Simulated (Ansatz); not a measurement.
CH6BClSi2 (`Cl[SiH]1CB[SiH2]1`), relaxed with RKS PBE0-D4/def2-TZVP in the Gaussian-basis code of Ansatz from a PBE-D4/def2-SVP geometry. The force threshold is 0.005 eV/Å; the program also tests the step.

The species carries charge 0 and has multiplicity 1.

Start:

```xyz
11

Cl    1.163    1.681   -2.191
Si    1.072    0.167   -0.742
C    -0.577   -0.812   -0.811
B    -1.189   -0.426    0.597
Si    0.269    0.801    1.391
H     2.306   -0.685   -0.911
H    -1.262   -0.635   -1.671
H    -0.405   -1.917   -0.837
H    -2.265   -0.814    1.016
H     0.994    0.381    2.647
H    -0.107    2.258    1.512
```

Task: How much energy does the relaxation release, and in how many steps? (An estimate is asked.)

Result: The calculation gave: 6.47 kcal/mol, in 22 steps, 1 of them rejected.

Task: Which bonds change most? (Estimate.)

Result: Ansatz gave: B4–Si5 from 2.064 to 2.006 Å; C3–B4 from 1.584 to 1.540 Å; Cl1–Si2 from 2.098 to 2.061 Å.

Task: Give the relaxed structure. (Estimate.)

Result: Computed: 
```xyz
11

Cl    0.384    1.726   -2.125
Si    0.850    0.254   -0.760
C    -0.501   -1.102   -0.593
B    -1.222   -0.114    0.344
Si    0.234    0.696    1.461
H     2.155   -0.326   -1.158
H    -0.993   -1.531   -1.463
H     0.144   -1.842   -0.098
H    -2.244    0.427    0.040
H     1.000   -0.251    2.316
H     0.193    2.061    2.036
```
